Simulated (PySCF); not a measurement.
## Ionising SnHg

PBE0; Sn def2-SVP with ECP28, Hg def2-SVP with ECP60; scalar-relativistic core potentials (PySCF 2.14). Neutral (UKS): triplet (π ↑↑), Re = 2.894 Å, ωe = 93.8 cm⁻¹, De = 0.40 eV, HOMO -4.84 eV, LUMO -2.86 eV.

SnHg⁺ (UKS): doublet (π ↑), Re = 2.931 Å, ωe = 103 cm⁻¹, De = 0.94 eV to Sn⁺ + Hg. The energies at the minima are -367.77898 hartree for SnHg and -367.53020 for SnHg⁺.

(1) Work out the adiabatic ionisation energy, without and with harmonic zero-point energies (1 hartree = 27.2114 eV, 1 eV = 8065.5 cm⁻¹), and the change of the bond length.

Weak bonds: SnHg. Basis-set superposition, not corrected here, can be much of De in a small basis, most of all at correlated wavefunction levels. Spin–orbit coupling is left out, which matters for elements this heavy, above all for dissociation energies. For an ion De counts to the pair picked by the measured ionisation energies or electron affinities, which need not be the lowest pair at this level. States were picked by a PBE0 search and need not be the measured ground states.

Answers

(1) At PBE0: 0.24878 hartree = 6.770 eV between the minima; the zero-point term (103.0 − 93.8)/2 cm⁻¹ = +0.001 eV makes it 6.770 eV. Re changes by +3.7 pm against the neutral. The electron leaves a π orbital, and the longer bond of the ion fits a bonding orbital, or a change in how ionic the bond is.
